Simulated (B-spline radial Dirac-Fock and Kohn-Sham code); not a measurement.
# Scattering functions of Bi⁶²⁺

System: the Bi⁶²⁺ ion in the configuration [Ar] 3d3.

Calculated with a B-spline atomic structure program, using configuration-average Dirac-Fock orbitals. f₀ is the Fourier transform of the spherical electron density, S the Waller-Hartree incoherent function, and s = sin θ/λ.

| s (Å⁻¹) | f₀ | S |
| --- | --- | --- |
| 0 | 21.000 | 0.000 |
| 0.05 | 20.993 | 0.006 |
| 0.1 | 20.974 | 0.026 |
| 0.15 | 20.941 | 0.058 |
| 0.2 | 20.896 | 0.103 |
| 0.25 | 20.838 | 0.160 |
| 0.3 | 20.767 | 0.230 |
| 0.35 | 20.684 | 0.311 |
| 0.4 | 20.589 | 0.404 |
| 0.45 | 20.482 | 0.509 |
| 0.5 | 20.363 | 0.624 |
| 0.6 | 20.092 | 0.887 |
| 0.7 | 19.778 | 1.187 |
| 0.8 | 19.426 | 1.521 |
| 0.9 | 19.037 | 1.886 |
| 1 | 18.617 | 2.275 |
| 1.1 | 18.169 | 2.685 |
| 1.2 | 17.697 | 3.111 |
| 1.4 | 16.700 | 3.995 |
| 1.6 | 15.658 | 4.895 |
| 1.8 | 14.602 | 5.787 |
| 2 | 13.561 | 6.651 |
| 2.5 | 11.167 | 8.618 |
| 3 | 9.227 | 10.262 |
| 3.5 | 7.788 | 11.603 |
| 4 | 6.777 | 12.695 |
| 5 | 5.548 | 14.366 |
| 6 | 4.741 | 15.624 |

f₀ starts at the number of electrons, 21, and has fallen to half at s ≈ 2.67 Å⁻¹. The sum of ⟨r²⟩ over the electrons is 0.3536 bohr².
